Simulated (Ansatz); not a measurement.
Coupled-cluster run, FH6NOSi2, SMILES `N[SiH2][SiH](O)F`.

```yaml
crystal:
  periodic: [false, false, false]
  atoms:
    - {symbol: N, position_ang: [-1.466603, -0.388362, -0.721288]}
    - {symbol: Si, position_ang: [0.199147, -0.048570, -1.100124]}
    - {symbol: Si, position_ang: [1.152904, 0.253402, 1.031029]}
    - {symbol: O, position_ang: [-0.112401, 0.126914, 2.065428]}
    - {symbol: F, position_ang: [1.817987, 1.708891, 1.118075]}
    - {symbol: H, position_ang: [-1.684572, -1.282517, -0.305573]}
    - {symbol: H, position_ang: [-2.162279, -0.163066, -1.416982]}
    - {symbol: H, position_ang: [0.892466, -1.091806, -1.914959]}
    - {symbol: H, position_ang: [0.199331, 1.213684, -1.885725]}
    - {symbol: H, position_ang: [2.195422, -0.690641, 1.495644]}
    - {symbol: H, position_ang: [-0.965902, 0.305072, 1.655276]}
basis:
  gaussian: {orbitals: def2-TZVPP}
correlation: {method: ccsd_t}
```

```sh
$ ansatz run in.yaml --threads 4 --pin off --events-out ev --progress --plain --max-ram 10444MiB
```

Log, shortened:

```
Functional definition: HF
  name "HF"
  cite "Fock, Z. Phys. 61, 126 (1930) doi:10.1007/BF01340294"
  parent pbe
  exchange = exact_x
  correlation = 0
1548 factors; integrals over basis functions are off by at most 9.0e-4 eV
mean field evaluation 1: about -22046.0024 eV, gradient 5.2e1 eV
mean field evaluation 2: about -22046.2758 eV, gradient 5.3e1 eV
mean field evaluation 4: about -22051.6015 eV, gradient 3.7e0 eV
mean field evaluation 8: about -22051.6760 eV, gradient 3.2e-1 eV
mean field -22051.67634132 eV, -810.3841583804 hartree, gradient 6.6e-6 eV, S^2 0.000000; 0 other end points of the search recorded, 0 dependent functions left out
13 core orbitals not correlated: weight in the atoms' cores, before any rotation towards them, 1.000 or more for the frozen orbitals, at most 0.000 for the correlated occupied ones
reference -22051.67634132 eV, -810.3841583804 hartree; 16, 16 occupied and 232, 232 virtual orbitals, 1548 factors
second order -25.83294062 eV of doubles, -0.00000000 eV of singles
cycle   1  -26.15567994 eV  change   -3.2e-1 eV  update   1.1e-1
cycle   2  -26.75274852 eV  change   -6.0e-1 eV  update   3.2e-2
cycle   3  -26.89335528 eV  change   -1.4e-1 eV  update   1.7e-2
cycle   4  -26.87742920 eV  change    1.6e-2 eV  update   3.8e-3
cycle   5  -26.87532424 eV  change    2.1e-3 eV  update   1.8e-3
cycle   6  -26.87635789 eV  change   -1.0e-3 eV  update   5.3e-4
cycle   7  -26.87610695 eV  change    2.5e-4 eV  update   2.0e-4
cycle   8  -26.87599565 eV  change    1.1e-4 eV  update   5.9e-5
cycle   9  -26.87601181 eV  change   -1.6e-5 eV  update   2.3e-5
perturbative correction -0.91229772 eV, -0.0335263230 hartree
Total energy: -22079.46465085 eV, -811.4053599202 hartree
```

Hardware: 4 threads of an Arm Neoverse V2 on a shared host. Wall time 2.4 min, peak host memory 6.1 GiB.

MP2 recovers 93.0 % of the CCSD(T) correlation energy and the triples give 3.3 %; T1 = 0.0122.
